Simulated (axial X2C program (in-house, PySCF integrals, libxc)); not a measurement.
**GaH⁺: properties at the nuclei**

Computed with an axial X2C code built on PySCF integrals: two-component X2C with atomic mean-field Coulomb and Gaunt terms, Gaussian nuclei, basis Ga dyall-cv3z, H dyall-v3z with contracted cores.

R = 1.674 Å (near the PBE0 minimum at charge 1 of the determinant lowest at the starting distance; the state shown can have its own minimum elsewhere).

Input and command:
```json
{"zs": [31, 1], "q": 1, "bas": ["dyall-cv3z", "dyall-v3z"], "r0": 1.56, "levels": ["PBE0", "HF", "LDA", "PBE", "BP86"], "nst": 3}
```
```bash
python soeom.py task.json out
```

Keys: zs atomic numbers; q charge; bas basis sets; r0 starting distance in Å; levels methods; nst determinants followed.

Determinant lowest in the PBE0 search, Ω = 1/2 (⟨Sz⟩ = 0.50, ⟨Lz⟩ = 0.00 at PBE0), spin on the atoms Ga 0.24, H 0.26:

```
level  Eeff magnitude (GV/cm)  Ws magnitude Ga (kHz)  A∥/gI Ga (MHz)  qzz Ga (a.u.)  A∥/gI H (MHz)  qzz H (a.u.)
 PBE0                    3.54                   3.05            1960          -2.46            157          0.06
   HF                    4.37                   3.76            1820          -2.81            159          0.07
  LDA                    3.13                   2.69            2000          -2.40            151          0.06
  PBE                    3.22                   2.77            1940          -2.33            161          0.06
 BP86                    3.23                   2.78            1990          -2.35            160          0.06
```

Eeff is the effective electric field on the electron electric dipole moment in this Ω state and Ws the scalar–pseudoscalar constant of the nucleus named (defined with the proton number Z and per Ω); A∥ (defined per Ω) follows by multiplying with gI = μI/(I μN); qzz is the electric field gradient, eQq0 = 234.96 MHz × Q/barn × qzz. The operators were transformed with the bare-nucleus X2C matrices; with these basis sets, hyperfine constants and field gradients can be off by tens of per cent, and where levels differ in sign neither size nor sign is settled.

(1) With gI(69Ga) = 1.3444, Q(69Ga) = 0.171 barn, gI(1H) = 5.5857 (g factors from the IAEA table of nuclear moments by Stone; Q from Pyykkö, Mol. Phys. 2018), turn the PBE0 values of the first state into constants in MHz.

Each state is one determinant with collinear spin. Unrestricted Hartree–Fock can overshoot spin polarisation at the nuclei. The search compared states at one distance, so a state with another bond length can lie lower.

Answers

(1) A∥(69Ga) = 1960 × 1.3444 = 2640 MHz; eQq0(69Ga) = 234.96 × (0.171) × (-2.46) = -98.8 MHz; A∥(1H) = 157 × 5.5857 = 877 MHz.
